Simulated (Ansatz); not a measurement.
Program: Ansatz. Geometries: PBE0-D4/def2-TZVP. ΔE: electronic, gas phase. CBS: MP2 limit from def2 TZ/QZ plus the TZ coupled-cluster correction, frozen cores. This one scheme is used for every species. Each species was taken in one conformer, which may not be the lowest.

`O[SiH](F)[AlH2]` + `CBO` → `CBO[SiH](O)F` + `[AlH3]`  (cleavage of the Si–Al bond)

| species | HF/def2-QZVPP energy (Eh) |
| --- | --- |
| `O[SiH](F)[AlH2]` | -707.70545 |
| `CBO` | -140.44809 |
| `CBO[SiH](O)F` | -604.56322 |
| `[AlH3]` | -243.64927 |

Question: Work out ΔE.

Answer: ΔE = (-604.56322) + (-243.64927) − (-707.70545) − (-140.44809) = -0.05895 Eh = -1.60 eV. CCSD(T)/CBS gives -1.34 eV.

Largest T1 diagnostic among the species: 0.012.

From PBE to PBE0 (25 % exact exchange), in def2-TZVPP and without D4, ΔE moves by −0.12 eV. The D4 term adds −0.04 eV with B3LYP and −0.02 eV with PBE0; it sums over pairs of atoms, weighted by their polarisabilities, and B3LYP, whose exchange is more repulsive, gets the larger term. In def2-TZVPP, CCSD(T) changes the Hartree–Fock value by +0.23 eV (the triples alone add +0.03 eV) and MP2 by +0.16 eV.

B3LYP here is the variant with VWN-RPA as its local correlation; programs differ in this.
